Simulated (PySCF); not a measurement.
A structure optimised at PBE-D3(BJ)/def2-SVP, used in a PySCF frequency run:

```xyz
12

F      0.8774    -1.9362     0.0000
Si    -0.5852    -1.1811     0.0000
C     -0.2009     0.6601     0.0000
F     -1.3670     1.4196     0.0000
C      0.9697     1.2403    -0.7556
C      0.9697     1.2403     0.7556
H     -1.3330    -1.5825     1.2364
H     -1.3330    -1.5825    -1.2364
H      1.6443     0.5547    -1.2930
H      0.7728     2.1974    -1.2633
H      1.6443     0.5547     1.2930
H      0.7728     2.1974     1.2633
```

Problem. Write its SMILES, formula and point group.

Solution. F[SiH2]C1(F)CC1, C3H6F2Si, Cs

Problem. What are its rotational constants (standard atomic weights)?

Solution. 4.3984, 2.1873, 1.6892 GHz
